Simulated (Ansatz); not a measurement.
## Worked example: C5H10O + C2H7AlS → C5H10S + C2H7AlO

Species: C5H10O (cyclopentanol) `OC1CCCC1`, singlet; C2H7AlS `C[CH2][AlH][SH]`, singlet; C5H10S (cyclopentanethiol) `SC1CCCC1`, singlet; C2H7AlO `C[CH2][AlH][OH]`, singlet. The partners trade OH for SH: C–OH and Al–SH bonds give way to C–SH and Al–OH.

Shapes, held fixed at every level: PBE0-D4/def2-TZVP. Flexible molecules stand in one conformer, not always the lowest. Programs: Ansatz 0.2.0. The zero-point and thermal change to 298 K, harmonic and unscaled (PBE0-D4/def2-TZVP), is -2.3 kJ/mol.

At CCSD(T)/CBS estimate; 1 Eh = 2625.50 kJ/mol:

| species | energy (Eh) |
| --- | --- |
| C5H10O | -271.458723 |
| C2H7AlS | -720.151552 |
| C5H10S | -594.065881 |
| C2H7AlO | -397.563565 |

**Question.** Work out ΔH(298 K) of the reaction at this level.

**Answer.** 
1. Products less reactants: (-594.065881) + (-397.563565) − [(-271.458723) + (-720.151552)] = -0.019171 Eh = -50.3 kJ/mol.
2. With the thermal change: -50.3 + (-2.3) = -52.6 kJ/mol.

Other levels give -48.5 (wB97M-V/def2-TZVPP) to -38.3 kJ/mol (SPW92/def2-TZVPP). No measured value is set beside it here. The CBS estimate extrapolates MP2 from def2-TZVPP and def2-QZVPP and adds CCSD(T) − MP2 in the triple-zeta set, cores frozen. CCSD(T)/CBS estimate lies outside the range of all other levels here, so it shouldn't be taken on trust. The median of the other levels is -42.0 kJ/mol.
